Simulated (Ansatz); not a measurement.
Frontier orbitals of `CC(C)COC(=O)C(C)C`.

The species carries charge 0 and has multiplicity 1. The structure was optimised at the PBE0-D4/def2-TZVP level. It is one conformer, not always the lowest. Basis def2-TZVPP, the Gaussian-basis code of Ansatz.

```
functional  HOMO (eV)  LUMO (eV)  gap (eV)
       PBE      -6.03      -0.65      5.38
      BLYP      -5.94      -0.54      5.40
      PBE0      -7.67       0.51      8.18
   r2SCAN0      -7.90       0.66      8.56
   ωB97M-V     -10.10       2.37     12.47
        HF     -11.73       3.50     15.23
```

From PBE to PBE0 the HOMO moves by −1.64 eV and the LUMO by +1.16 eV, and with ωB97M-V by −4.07 and +3.02 eV, so the gap grows from 5.38 to 12.47 eV with exact exchange. A positive LUMO is unbound and depends on the basis.
